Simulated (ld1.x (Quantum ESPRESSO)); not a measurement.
## Reading a pseudo-wave (gadolinium)

Columns: radius, all-electron u(r) and pseudo u(r) of the 5d shell (level -1.43 eV) of gadolinium in the configuration [Kr] 4d10 5s2 4f8 5p6 5d0 6s2 6p0; PBE, scalar-relativistic, TM semilocal scheme, ld1.x (Quantum ESPRESSO) 7.5.

```tsv
r (bohr)	all-electron	pseudo
0.148	0.1393	0.0013
0.295	-0.0615	0.0098
0.443	-0.2113	0.0315
0.590	-0.1809	0.0692
0.738	-0.0579	0.1234
0.885	0.0842	0.1899
1.033	0.2142	0.2637
1.180	0.3197	0.3369
1.328	0.4011	0.4040
1.475	0.4598	0.4592
1.623	0.5005	0.5010
1.770	0.5264	0.5287
1.918	0.5411	0.5444
2.065	0.5473	0.5504
2.213	0.5473	0.5494
2.360	0.5428	0.5439
2.508	0.5351	0.5355
2.655	0.5252	0.5253
2.802	0.5139	0.5139
2.950	0.5015	0.5015
3.098	0.4886	0.4886
3.245	0.4755	0.4755
3.393	0.4621	0.4621
3.540	0.4488	0.4488
3.688	0.4352	0.4352
3.835	0.4217	0.4217
```

Problem. How many radial nodes do the two functions have?

Solution. The all-electron 5d function has n − l − 1 = 2; the pseudo-wave has 0, since the states of the same l below it are removed with the core.

Problem. At about which radius was the pseudo-wave matched?

Solution. 2.95 bohr. The columns agree to 0.0005 from 2.51 bohr on; several derivatives are matched, so the curves merge somewhat inside the radius.

Problem. Where does each function peak?

Solution. Outermost all-electron maximum near 2.06 bohr, pseudo maximum near 2.06 bohr (to the table’s step).

Problem. Is the pseudo-wave norm-conserving?

Solution. Yes: the TM semilocal scheme keeps the norm inside the radius equal to the all-electron one, which fixes the energy derivative of the logarithmic derivative at the level.
